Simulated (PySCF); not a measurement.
C₃H₄FNSSi, SMILES Fc1scnc1[SiH3].

Geometry: PBE-D3(BJ)/def2-SVP. The structure was generated by enumeration, and PubChem lists no compound with its InChIKey, so it may never have been made.

All values below come from PBE-D3(BJ)/def2-SVP in PySCF.

Frequencies are harmonic and unscaled.

### Question
Estimate the vibrational spectrum. (An estimate is asked for; the answer gives what the named calculation found.)

### Answer

```tsv
mode	ν (cm⁻¹)	IR (km/mol)	moving atoms (share of kinetic energy)
1	70	0.0	H 96 %
2	132	1.8	S 27 %, C 20 %, N 18 %, Si 12 %, H 11 %, F 11 %
3	151	0.4	F 31 %, Si 27 %, C 16 %, H 15 %, N 9 %
4	283	0.0	C 60 %, F 21 %, H 12 %
5	350	6.8	F 36 %, Si 25 %, C 15 %, S 10 %
6	402	7.4	S 44 %, Si 33 %, F 11 %
7	510	0.3	C 71 %, N 11 %, H 8 %
8	553	7.8	F 32 %, S 23 %, C 19 %, H 13 %, N 9 %
9	573	18.3	H 47 %, N 25 %, C 23 %
10	616	25.4	H 61 %, S 14 %, Si 11 %, C 8 %
11	688	34.7	C 46 %, H 39 %, N 10 %
12	703	2.2	N 34 %, C 24 %, F 20 %, S 15 %
13	754	6.0	H 74 %, C 23 %
14	782	24.1	C 67 %, S 16 %, H 9 %
15	866	200.9	H 48 %, C 37 %, N 13 %
16	894	100.3	H 54 %, C 25 %, Si 11 %
17	906	37.8	H 97 %
18	913	35.3	H 96 %
19	1168	7.7	C 46 %, H 46 %
20	1226	82.9	C 60 %, H 18 %, F 13 %, N 9 %
21	1291	25.7	C 60 %, H 19 %, N 17 %
22	1473	52.3	C 51 %, N 46 %
23	1519	117.4	C 92 %
24	2173	76.8	H 99 %
25	2180	90.6	H 96 %
26	2188	80.1	H 96 %
27	3148	0.1	H 91 %, C 9 %
```
